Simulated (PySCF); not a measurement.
Si(F)(Me)2(NH2) (C₂H₈FNSi), SMILES F[Si](C)(C)N. Geometry: PBE-D3(BJ)/def2-SVP. This is a generated structure with no PubChem entry under its InChIKey; it may be hypothetical. The values are those of a single conformer.

Computed equilibrium geometry at PBE-D3(BJ)/def2-SVP (PySCF confirms it by a frequency run) as bond lengths and angles, and its point group (one conformer of several):
point group Cs.
Atoms: C1 Si2 C3 N4 F5 H6 H7 H8 H9 H10 H11 H12 H13. Bonds (Å): C1–Si2 1.873, C1–H6 1.108, C1–H7 1.109, C1–H8 1.109, Si2–C3 1.873, Si2–N4 1.733, Si2–F5 1.660, C3–H9 1.109, C3–H10 1.108, C3–H11 1.109, N4–H12 1.023, N4–H13 1.023. Angles (°): Si2–C1–H6 111.1, Si2–C1–H7 111.2, Si2–C1–H8 110.7, H6–C1–H7 108.0, H6–C1–H8 108.3, H7–C1–H8 107.4, C1–Si2–C3 114.3, C1–Si2–N4 109.0, C1–Si2–F5 106.2, C3–Si2–N4 109.0, C3–Si2–F5 106.2, N4–Si2–F5 112.2, Si2–C3–H9 111.2, Si2–C3–H10 111.1, Si2–C3–H11 110.7, H9–C3–H10 108.0, H9–C3–H11 107.4, H10–C3–H11 108.3, Si2–N4–H12 118.9, Si2–N4–H13 118.9, H12–N4–H13 109.9.
Charge 0, spin multiplicity 1.
